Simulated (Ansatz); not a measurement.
Species: GeBr (charge +1, singlet). SMILES of the parent species: [Ge][Br]
Coordinates optimised at B3LYP-D3(BJ)/def2-TZVP (Ansatz, a program for electronic structure):
```xyz
2

Ge     0.0000     0.0000    -1.1614
Br     0.0000     0.0000     1.0618
```
Charge +1, spin multiplicity 1.

Parts of the frozen-core correlation energy in cc-pVDZ (Ansatz, hartree). Frozen orbitals: 28; correlated occupied orbitals by spin: 5 and 5; virtual: 21 and 21. No spin-orbit coupling. No relativistic terms.

```tsv
term	value
reference (HF)	-4647.48354
MP2 opposite-spin	-0.12757
MP2 same-spin	-0.04222
CCSD correlation	-0.19128
(T)	-0.00704
CCSDT minus CCSD(T)	-0.00088
T1 diagnostic	0.025
largest doubles amplitude	0.062
```
